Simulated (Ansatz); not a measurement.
Relaxation of C3H8O3Si (15 atoms, charge 0, multiplicity 1), to a largest force component of 0.02 eV/Å in at most 40 steps.

Theory: RKS BHLYP-D4/STO-3G in Ansatz 0.2.0.

```xyz
15
Properties=species:S:1:pos:R:3
C -0.418 -2.207 0.390
O -0.707 -0.993 -0.391
C -0.461 0.217 0.331
O 1.013 0.607 0.523
Si 1.818 1.012 -0.837
C -1.480 1.306 0.309
O -1.260 0.470 1.470
H 0.606 -2.169 0.730
H -1.155 -2.195 1.265
H -0.632 -3.031 -0.239
H 3.107 1.597 -0.379
H 2.091 -0.167 -1.646
H 1.022 2.066 -1.614
H -1.199 2.336 0.398
H -2.367 1.100 -0.282
```

**Question.** Where does it end, and by what steps?

**Answer.** It converged. The force dipped under the threshold on the way, but the program's further checks kept it going. Limits of this set-up: minimal basis. After 17 steps the energy has fallen by 0.828 eV; H13 moved furthest, 0.71 Å.

```json
{"step": "0", "energy less start (eV)": "0.0000", "largest force component (eV/Å)": "4.633", "accepted": "yes"}
{"step": "1", "energy less start (eV)": "-0.7155", "largest force component (eV/Å)": "2.087", "accepted": "yes"}
{"step": "2", "energy less start (eV)": "-0.8055", "largest force component (eV/Å)": "0.377", "accepted": "yes"}
{"step": "3", "energy less start (eV)": "-0.8152", "largest force component (eV/Å)": "0.204", "accepted": "yes"}
{"step": "4", "energy less start (eV)": "-0.8207", "largest force component (eV/Å)": "0.054", "accepted": "yes"}
{"step": "5", "energy less start (eV)": "-0.8220", "largest force component (eV/Å)": "0.033", "accepted": "yes"}
{"step": "6", "energy less start (eV)": "-0.8235", "largest force component (eV/Å)": "0.075", "accepted": "yes"}
{"step": "7", "energy less start (eV)": "-0.8241", "largest force component (eV/Å)": "0.050", "accepted": "yes"}
{"step": "8", "energy less start (eV)": "-0.8252", "largest force component (eV/Å)": "0.052", "accepted": "yes"}
{"step": "9", "energy less start (eV)": "-0.8255", "largest force component (eV/Å)": "0.130", "accepted": "yes"}
{"step": "10", "energy less start (eV)": "-0.8264", "largest force component (eV/Å)": "0.054", "accepted": "yes"}
{"step": "11", "energy less start (eV)": "-0.8269", "largest force component (eV/Å)": "0.019", "accepted": "yes"}
{"step": "12", "energy less start (eV)": "-0.8273", "largest force component (eV/Å)": "0.050", "accepted": "yes"}
{"step": "13", "energy less start (eV)": "-0.8275", "largest force component (eV/Å)": "0.026", "accepted": "yes"}
{"step": "14", "energy less start (eV)": "-0.8277", "largest force component (eV/Å)": "0.007", "accepted": "yes"}
{"step": "15", "energy less start (eV)": "-0.8279", "largest force component (eV/Å)": "0.012", "accepted": "yes"}
{"step": "16", "energy less start (eV)": "-0.8279", "largest force component (eV/Å)": "0.022", "accepted": "yes"}
{"step": "17", "energy less start (eV)": "-0.8279", "largest force component (eV/Å)": "0.005", "accepted": "yes"}
```

```xyz
15
Properties=species:S:1:pos:R:3
C -0.301 -1.976 0.224
O -0.626 -0.756 -0.503
C -0.471 0.362 0.389
O 0.867 0.732 0.629
Si 1.791 0.764 -0.809
C -1.601 1.356 0.436
O -1.340 0.423 1.540
H 0.731 -1.966 0.605
H -0.985 -2.133 1.071
H -0.411 -2.806 -0.485
H 2.962 1.515 -0.470
H 2.174 -0.557 -1.214
H 1.075 1.410 -1.870
H -1.380 2.410 0.635
H -2.507 1.172 -0.151
```

Whether the end is a true minimum wasn't checked by a vibrational analysis.

Time of the run: 81 s on 1 thread of Arm Neoverse V1, with other jobs on the host, peak memory 0.14 GiB.
